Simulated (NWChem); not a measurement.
A series in which one site is exchanged, each optimised at PBE0/def2-SVP with NWChem, gas phase unless a solvent is named. All stand in one matching conformer (torsions within 35°), which need not be the lowest. This build's default masses of Se (78.918 u) and Br (79.917 u) are each other's, which moves their modes by up to 0.6 %.

A: [Cl][GeH2][O]C (CH5ClGeO; site = Cl)
B: C[O][GeH3] (CH$_{6}$GeO; site = H)
C: [Br][GeH2][O]C (CH$_{5}$BrGeO; site = Br)
D: C[O][GeH2][F] (CH$_{5}$FGeO; site = F)

Task: Rank them by vertical ionisation energy, ΔSCF, PBE0/def2-SVP (eV), lowest first.

Result: B (9.92), C (10.19), A (10.36), D (11.05)
